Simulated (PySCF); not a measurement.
## From PBE0 to CCSD(T): MF along the fifth-period p block

PBE0 and CCSD(T) in PySCF with x2c-SVPall on every atom, spin-free X2C, for the lowest determinant that a PBE0 search found; no spin–orbit coupling.

```tsv
molecule	state (unpaired electrons)	PBE0 Re (Å)	PBE0 ωe (cm⁻¹)	PBE0 De (eV)	CCSD(T) Re (Å)	CCSD(T) ωe (cm⁻¹)	CCSD(T) De (eV)
InF	singlet (closed shell)	1.983	581	5.35	?	?	?
SnF	doublet (π ↑)	1.959	613	4.69	1.965	611	4.31
SbF	triplet (π ↑↑)	1.942	630	3.84	1.953	618	3.32
TeF	doublet (π ↑)	1.933	639	3.25	1.949	616	2.80
IF	singlet (closed shell)	1.942	631	2.62	1.965	593	2.27
```

Task: Estimate the CCSD(T) values of InF by adding the mean shift from PBE0 to CCSD(T) of the other rows, and compare with the calculation.

Result: The mean shifts are +1.4 pm, -19 cm⁻¹ and -0.43 eV, which give 1.997 Å, 562 cm⁻¹ and 4.92 eV. CCSD(T)/x2c-SVPall gives Re = 1.988 Å, ωe = 583 cm⁻¹, De = 5.07 eV.

Task: What are the mean differences of PBE0 from CCSD(T) over the whole series?

Result: Re -1.2 pm, ωe +15 cm⁻¹, De +0.40 eV.

In a basis of this size CCSD(T) is itself not converged; it tends to give bonds that are too long and too weak.

Correlated steps freeze 19 core orbitals. Correlated levels converge slowly with the basis: in double zeta they bind strong bonds too weakly, by up to about 1 eV, and carry superposition errors of some tenths. These are scalar-relativistic numbers at best; spin–orbit coupling would shift them, the dissociation energy most. Where the molecule has an RHF reference, its open-shell atoms are computed with UHF. States were picked by a PBE0 search and need not be the measured ground states.
